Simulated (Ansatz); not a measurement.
Ansatz (a program for electronic structure) input:
A basis named .json is the Basis Set Exchange file of that set.

Ansatz 0.2 input:
```yaml
crystal:
  periodic: [false, false, false]
  atoms:
    - {symbol: Si, position_ang: [-0.06661811, 0.14775166, -0.99323827]}
    - {symbol: N, position_ang: [-1.48490035, 0.66751569, -0.17870255]}
    - {symbol: Si, position_ang: [-2.63564083, -0.29452578, 0.68961141]}
    - {symbol: O, position_ang: [1.20748907, -0.01716644, 0.02077144]}
    - {symbol: Si, position_ang: [2.80362946, -0.13360158, 0.34760054]}
    - {symbol: H, position_ang: [-0.34105705, -1.17083243, -1.59740875]}
    - {symbol: H, position_ang: [0.28273854, 1.16326894, -2.01117975]}
    - {symbol: H, position_ang: [-1.59110156, 1.66973800, -0.09215775]}
    - {symbol: H, position_ang: [-4.01975471, -0.00344039, 0.24402382]}
    - {symbol: H, position_ang: [-2.30653548, -1.70984488, 0.41433670]}
    - {symbol: H, position_ang: [-2.57993080, -0.05470929, 2.15280621]}
    - {symbol: H, position_ang: [3.01107213, 0.12140710, 1.78963268]}
    - {symbol: H, position_ang: [3.56342773, 0.86408471, -0.44295410]}
    - {symbol: H, position_ang: [3.29634398, -1.48969020, 0.01201604]}
basis:
  gaussian:
    orbitals: aug-cc-pV_D+d_Z.json
magnetization: {spin_polarized: false}
correlation: {method: ccsd_t, electrons: outside_noble_gas}
output: {forces: true}
```

### Question
Predict the final energy.

### Answer
-1002.30983 Eh (CCSD(T)/aug-cc-pV(D+d)Z). The basis has 223 functions.
